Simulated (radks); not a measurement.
Species: the cobalt ion Co15+. Configuration: [Ne] 3s2.

Method: scalar-relativistic Kohn-Sham, PBEsol, spin-polarised, spherical densities, finite nucleus; Fermi nuclear charge, rms radius 3.7875 fm; computed with a radial shooting solver on a logarithmic mesh with Libxc functionals.

Energy parts (eV):
| part | energy |
|---|---|
| total | -34966.548 |
| kinetic | 35464.494 |
| electron-nucleus | -77084.935 |
| Hartree | 7838.593 |
| exchange-correlation | -1184.701 |

Orbitals (lengths in bohr, moments of r in powers of bohr; r(max) is where P^2 peaks; r(90%) holds 90 % of the orbital's charge):
orbital  occ.  eigenvalue (eV)   r(max)     <r^2>  r(90%)
1s          2        -8093.727  0.03680  0.004248   0.100
2s          2        -1382.171   0.2120   0.07496   0.390
2p          6        -1257.790   0.1707   0.05994   0.361
3s          2        -496.0322   0.6054    0.4768   0.941
3p          0        -458.0585   0.5925    0.4704   0.946
4s          0        -251.0184    1.243     1.733    1.75

The highest occupied level is 3s at -496.03 eV. Summed over all electrons, <r^2> = 1.472 bohr^2, which gives a Langevin (diamagnetic) susceptibility term of -1.17 x 10^-6 cm^3/mol.
